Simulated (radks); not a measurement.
Values are calculated unless marked as measured or tabulated.
Spherical quantum dot in the effective-mass picture: electrons in a parabolic well V = omega^2 r^2 / 2 with omega = 0.348, all in effective atomic units (hartree* = m*/eps^2 hartree, bohr* = eps/m* bohr), one dielectric constant everywhere. Level of theory: non-relativistic Kohn-Sham, LDA (Slater exchange, Perdew-Wang correlation), spin-polarised, spherical densities (a radial shooting solver with Libxc functionals). Levels are named by radial order and angular momentum (1s, 1p, 1d, 2s, ...), and open shells are averaged over m.

N = 21, configuration 1s2 1p6 1d10 2s2 1f(up 1, down 0). This is the lowest configuration that the search found. Occupied and some empty levels:

level,occupation,eigenvalue (hartree*),<r> (bohr*)
1s up,1,5.3246,3.522
1s down,1,5.3283,3.499
1p up,3,5.4289,4.164
1p down,3,5.4340,4.152
1d up,5,5.5608,4.607
1d down,5,5.5666,4.602
2s up,1,5.6267,3.737
2s down,1,5.6300,3.749
1f up,1,5.7156,4.958
1f down,0,5.7218,4.958
2p up,0,5.8070,4.240
2p down,0,5.8104,4.245
1g up,0,5.8898,5.257
1g down,0,5.8961,5.259
2d up,0,5.9987,4.677
2d down,0,6.0024,4.679

Energy (hartree*): total 71.5416, kinetic 5.1120, external 25.708, Hartree 45.868, exchange-correlation -5.1464.

Electron density:

r (bohr*),n(r) (e/bohr*^3)
0.632,0.03889
1.31,0.03326
1.99,0.02862
2.67,0.02803
3.34,0.03010
4.02,0.02997
4.70,0.02408
5.38,0.01431
6.05,0.005947
6.73,0.001673
7.41,0.0003150
8.09,0.00003977
8.77,3.403e-06
